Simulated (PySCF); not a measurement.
C5H6N3 (charge -1).
Numbering: `[cH:1]1[n:2][n:3][n-:4][c:5]1[CH:6]1[CH2:7][CH2:8]1`

Cartesian coordinates in Å at the GFN2-xTB level; atoms count from 1:
```xyz
14
C5H6N3 angstrom
C      1.478    0.594    0.759
N      2.810    0.476    0.672
N      3.060   -0.331   -0.342
N      1.952   -0.744   -0.920
C      0.921   -0.181   -0.254
C     -0.481   -0.423   -0.625
C     -1.533    0.628   -0.400
C     -1.535   -0.620    0.432
H      1.004    1.207    1.513
H     -0.577   -1.025   -1.524
H     -1.229    1.551    0.074
H     -2.316    0.754   -1.137
H     -2.320   -1.347    0.262
H     -1.234   -0.539    1.466
```

Definitions: NICS(0) = −σiso at the ring centroid; NICS(1) = −σiso and NICS(1)zz = −σzz at ±1 Å along the ring normal z. Level: GIAO PBE0/pcSseg-1 (PySCF, non-relativistic, gas phase) on the GFN2-xTB geometry, one conformer.

Rings: 1. C1–N2–N3–N4–C5; 2. C6–C7–C8.

| set | NICS(0) | NICS(1), two faces | NICS(1)zz, two faces |
| --- | --- | --- | --- |
| P | -41.1 | -6.5 / -7.9 | -22.4 / -23.2 |
| Q | -11.8 | -13.9 / -13.9 | -35.7 / -35.4 |

**Question.** Which set (ppm) belongs to which ring?

**Answer.** P = 2, Q = 1.
- 1 (5-membered ring with 3 N; formal bonds all aromatic): mean NICS(1)zz -35.5 ppm, shielded. For a flat ring without four-coordinate atoms the NICS criterion counts such a value as aromatic.
- 2 (3-membered carbocycle; formal bonds all single): mean NICS(1)zz -22.8 ppm, shielded. C6, C7, C8 have four or more neighbours; no verdict on aromaticity is drawn.

**Question.** How do the rings differ in shape?

**Answer.** 
```tsv
ring	bond lengths (Å)	rms pucker (Å)	HOMA	nearest outside atom to a NICS(1) probe (Å)
1	1.340, 1.320, 1.316, 1.350, 1.392	0.00	0.99	hydrogen 2.44
2	1.504, 1.499, 1.505	0.00	–	hydrogen 1.43
```

HOMA = 1 − mean of α(R − Ropt)² over the ring bonds, with Krygowski's 1993 parameters (CC: Ropt 1.388 Å, α 257.7 Å⁻²; CN: Ropt 1.334 Å, α 93.52 Å⁻²; NN: Ropt 1.309 Å, α 130.33 Å⁻²). A dash marks a ring with a four-coordinate atom, a triple bond, no multiple bond or a kind of bond without parameters.

The run took about 50 s of CPU time (one thread, shared machine). This is the whole shielding run at PBE0/pcSseg-1, SCF included.
